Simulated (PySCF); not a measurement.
Job file and geometry (Å, from GFN2-xTB) of an NMR shielding run on SMILES [Si@H]1(CC2=CC2)C[C@@H](C)O1, C$_{7}$H$_{12}$OSi, GIAO PBE0/pcSseg-1 NMR shielding, non-relativistic, gas phase (PySCF 2.14.0, density-fitted response routines); density fitting, a coarse starting grid and PySCF grid level 2 are the driver's defaults:

```
$ OMP_NUM_THREADS=1 python probes_run.py task.json out

{"job": {"kind": "nmr", "xc": "PBE0", "basis": "pcSseg-1"}, "charge": 0, "multiplicity": 1}
C     -1.797250     1.315483    -0.682960
C     -2.006783    -0.078907    -0.133227
C     -1.286717    -0.367102     1.190422
Si    -0.383387    -1.702643     0.176779
C      1.483443    -1.519270    -0.189675
C      1.885554    -0.118430    -0.271205
C      2.106137     0.984518    -0.924569
C      2.289887     1.061212     0.565191
O     -1.364178    -1.052944    -0.982533
H     -2.267072     2.046034    -0.028984
H     -0.731221     1.520934    -0.751921
H     -2.231348     1.394897    -1.676359
H     -3.071705    -0.325646    -0.099708
H     -0.709003     0.477784     1.549867
H     -1.946235    -0.704738     1.982364
H     -0.729684    -3.090365     0.484172
H      1.693209    -2.020658    -1.135043
H      2.046590    -2.024409     0.594011
H      2.166072     1.537943    -1.828022
H      3.290432     1.102884     0.986671
H      1.554338     1.580365     1.174255
```

**Question.** What does the program print?

**Answer.** 
```
coarse grid: 17752 points
cycle   1  E = -637.8307281349  dE =  1.376e+00  |g| = 8.013e-01  |ddm| = 4.153e+00
cycle   2  E = -637.6634331024  dE =  1.673e-01  |g| = 1.234e+00  |ddm| = 2.132e+00
cycle   3  E = -637.9607463950  dE = -2.973e-01  |g| = 1.578e-01  |ddm| = 1.532e+00
cycle   4  E = -637.9655587949  dE = -4.812e-03  |g| = 4.537e-02  |ddm| = 1.662e-01
cycle   5  E = -637.9660036231  dE = -4.448e-04  |g| = 1.509e-02  |ddm| = 5.094e-02
cycle   6  E = -637.9660479713  dE = -4.435e-05  |g| = 6.295e-03  |ddm| = 1.801e-02
cycle   7  E = -637.9660574429  dE = -9.472e-06  |g| = 1.227e-03  |ddm| = 7.667e-03
final grid: 166056 points
cycle   8  E = -638.0317507688  dE = -3.946e-05  |g| = 1.274e-02  |ddm| = 3.610e-02
cycle   9  E = -638.0317154257  dE =  3.534e-05  |g| = 1.870e-02  |ddm| = 2.580e-02
cycle  10  E = -638.0317852492  dE = -6.982e-05  |g| = 1.942e-03  |ddm| = 1.581e-02
cycle  11  E = -638.0317860274  dE = -7.781e-07  |g| = 2.278e-04  |ddm| = 2.063e-03
cycle  12  E = -638.0317860372  dE = -9.828e-09  |g| = 8.910e-05  |ddm| = 3.838e-04
cycle  13  E = -638.0317860390  dE = -1.738e-09  |g| = 3.104e-05  |ddm| = 1.143e-04
cycle  14  E = -638.0317860392  dE = -2.105e-10  |g| = 1.177e-05  |ddm| = 3.848e-05
converged SCF energy = -638.0317860392

GIAO shielding tensors (ppm)
atom      isotropic    diamagn.    paramagn.     s11        s22        s33       span
  0 C      158.574     248.785     -90.211    142.141    150.197    183.385     41.243
  1 C      108.953     251.040    -142.087     78.752     93.186    154.921     76.168
  2 C      159.237     255.014     -95.777    127.633    153.609    196.468     68.835
  3 Si     331.904     879.860    -547.956    280.656    333.658    381.398    100.742
  4 C      163.506     255.762     -92.256    148.429    167.597    174.492     26.063
  5 C       60.743     257.233    -196.490    -86.591     89.124    179.695    266.286
  6 C       78.855     255.713    -176.858    -61.170    117.215    180.519    241.690
  7 C      177.065     249.838     -72.773    138.043    150.196    242.954    104.911
  8 O      238.832     399.573    -160.741    202.807    236.230    277.459     74.652
  9 H       30.844      29.999       0.844     27.507     27.827     37.198      9.691
 10 H       30.396      32.519      -2.122     25.576     30.346     35.267      9.692
 11 H       30.190      29.719       0.471     26.550     27.181     36.838     10.288
 12 H       26.779      30.699      -3.920     24.067     25.473     30.798      6.731
 13 H       30.348      33.494      -3.145     27.723     29.676     33.646      5.922
 14 H       29.544      31.430      -1.887     26.102     27.404     35.125      9.023
 15 H       25.825      29.078      -3.254     22.406     24.187     30.882      8.476
 16 H       29.079      29.438      -0.359     24.709     27.465     35.061     10.352
 17 H       29.590      29.304       0.285     25.126     27.846     35.798     10.672
 18 H       24.880      33.496      -8.616     20.110     25.557     28.973      8.863
 19 H       30.578      30.038       0.540     24.787     26.967     39.980     15.192
 20 H       30.593      31.598      -1.005     24.398     29.078     38.301     13.903
```

Size and cost of the density-fitted run: 220 basis functions, 70 s wall time on 1 thread of an Intel Xeon, shared host; peak memory 1.1 GiB.
